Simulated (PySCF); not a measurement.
## Exercise with solution: oscillator strength and radiative lifetime

B(vinyl)(OH)2 (C2H5BO2), SMILES OB(O)C=C.

Geometry: B3LYP-D3(BJ)/def2-SVP. One conformer was computed; it need not be the lowest.

PySCF 2.14.0 with TDA-ωB97X/def2-SVPD puts the first singlet state with f over 0.02 at 7.34 eV (vertical), with the transition dipole (0.422, 1.632, 0.000) in atomic units.

Find the oscillator strength, the wavelength and the radiative lifetime that this transition would have in vacuum if emission retraced absorption.


|μ|² = 2.8415 au, so |μ| = 4.28 D. ΔE = 7.34/27.211 = 0.2697 hartree. f = (2/3) ΔE |μ|² = 0.511 (the program prints 0.511).
λ = 1239.84/7.34 = 169 nm; ν = 59201 cm⁻¹.
Einstein's coefficient A = 0.6670 ν² f s⁻¹ (ν in cm⁻¹) = 1.2e9 s⁻¹, so τ = 1/A = 0.84 ns. This state is S2; the lower singlet has f = 0.000. The figure is the radiative limit of this one transition; relaxation, internal conversion, crossing to triplets and a medium change what is measured.
